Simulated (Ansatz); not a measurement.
Species: CH₂N (charge 0, doublet). SMILES: C=[N]
Coordinates optimised at B3LYP-D3(BJ)/def2-TZVP (Ansatz, a first-principles code):
```xyz
4

N      0.6782     0.2132     0.1933
C     -0.4611    -0.1449    -0.1314
H     -0.6437    -1.1146    -0.6137
H     -1.3376     0.4917     0.0492
```
Charge 0, spin multiplicity 2.

Property: atomisation energy, in kcal/mol. Conventions: open shells spin-unrestricted; LANL2DZ all-electron up to Ne; six Cartesian d functions in 6-31G* and its kin unless marked 5d; non-relativistic; no spin-orbit coupling; atomisation electronic, to ground-state atoms; 6-311+G** with 5d; no dispersion term unless named. First-principles rows: single points at B3LYP-D3(BJ) geometries (Ansatz).

```tsv
level	program	atomisation energy (kcal/mol)
PBE/STO-3G	Ansatz	388.4
PBE/3-21G	Ansatz	344.1
PBE/LANL2DZ	Ansatz	337.5
PBE/6-31G*	Ansatz	357.6
PBE/def2-SVP	Ansatz	360.3
PBE/6-311+G**	Ansatz	356.7
PBE/def2-TZVPD	Ansatz	359.3
```

No value to compare with is used here. The 6 habitual levels span 337.5 (PBE/LANL2DZ) to 388.4 kcal/mol (PBE/STO-3G); PBE/def2-TZVPD gives 359.3.

The sets are all those run for this method; runs whose electronic state is in doubt are left out.
